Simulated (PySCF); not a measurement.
# Working out the ionisation energy of Xe⁺

Xe⁺ [Kr] 4d10 5s2 5p5 (2P) → Xe²⁺ [Kr] 4d10 5s2 5p4 (3P). Computed with PySCF 2.14 in aug-cc-pVTZ-DK3 (8s7p5d2f, 68 functions), with the spin-free X2C one-electron Hamiltonian (Gaussian nucleus). Frozen: [Kr] 4d10. Energies in hartree (1 hartree = 27.21139 eV):

| part | Xe⁺ (lower) | Xe²⁺ (upper) |
| --- | --- | --- |
| UHF | -7442.743403 | -7442.005864 |
| CCSD correlation | -0.136640 | -0.108920 |
| (T) | -0.003861 | -0.002697 |

Task: What does Hartree-Fock give?

Result: (-7442.005864) − (-7442.743403) = 0.737539 hartree = 20.069 eV.

Task: What do CCSD and CCSD(T) give?

Result: The CCSD correlation energies differ by 0.027720 hartree = 0.754 eV and the triples by 0.001164 hartree = 0.032 eV, so CCSD gives 20.823 eV and CCSD(T) 20.855 eV.

A first-order spin-orbit estimate adds -0.043 eV to CCSD(T) (valence), giving 20.812 eV against 20.975 eV (semi-empirical (NIST evaluation); NIST Atomic Spectra Database, ionization energies).

What remains against the reference includes basis incompleteness, the frozen core and higher excitations.
